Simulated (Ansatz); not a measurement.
Reaction (ligand exchange at a B–O bond): `[AlH2][O]B[SiH2][SiH3]` + H–F → `FB[SiH2][SiH3]` + `[OH][AlH2]`

Gas-phase electronic energies from Ansatz, PBE0-D4/def2-TZVP geometries. CCSD(T)/CBS adds triple-zeta CCSD(T) − MP2 to the extrapolated MP2 energy (def2 sets, frozen cores). This one scheme is used for every species. DFT in def2-TZVPP. HSE06 is defined as in plane-wave codes. One conformer a species, not always the lowest.

```tsv
level	ΔE (kJ/mol)
BLYP-D4	4.4
PBE	-0.8
HSE06	2.2
BHLYP	-0.9
CAM-B3LYP	-2.6
SCS-MP2/def2-TZVPP	3.9
CCSD/def2-TZVPP	3.9
CCSD(T)/def2-TZVPP	5.2
```

What does CCSD(T)/CBS give? (Estimate.)

Computed: +7.8 kJ/mol. The listed levels differ from it by -3.4, -8.6, -5.6, -8.7, -10.4, -3.9, -3.9, -2.6 kJ/mol.

Largest T1 diagnostic among the species: 0.015.

In def2-TZVPP, CCSD(T) changes the Hartree–Fock value by +8.6 kJ/mol (the triples alone add +1.3 kJ/mol) and MP2 by +10.8 kJ/mol. From BLYP to BHLYP (50 % exact exchange), in def2-TZVPP and without D4, ΔE moves by +4.5 kJ/mol. The D4 term adds +8.2 kJ/mol with B3LYP and +4.9 kJ/mol with PBE0; it sums over pairs of atoms, weighted by their polarisabilities, and B3LYP, whose exchange is more repulsive, gets the larger term.

B3LYP here is the variant with VWN-RPA as its local correlation; programs differ in this.
